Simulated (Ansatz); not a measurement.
C5H5N, SMILES C#CC(N)=C=C.

Geometry: B3LYP-D3(BJ)/def2-SVP. This is a generated structure with no PubChem entry under its InChIKey; it may be hypothetical. The values are those of a single conformer.

Two levels are set side by side: PBE/def2-SVPD (Ansatz, a first-principles code) and PBE0/def2-SVPD (Ansatz). Energy differences of separate SCF runs at the same geometry; the states with an electron removed or added have multiplicity 2 and 2. Differences are taken from unrounded values.

| quantity | PBE |
|---|---|
| vertical ionisation energy (eV) | 7.91 |
| vertical singlet–triplet gap (eV) | 3.23 |

Task: These are the PBE values. What does PBE0 give? (An estimate is asked for; the answer gives what the named calculation found.)

Result: 
| quantity | PBE0 | PBE minus PBE0 |
|---|---|---|
| vertical ionisation energy (eV) | 8.05 | -0.14 |
| vertical singlet–triplet gap (eV) | 3.26 | -0.03 |

Here PBE gives about what the other level gives.
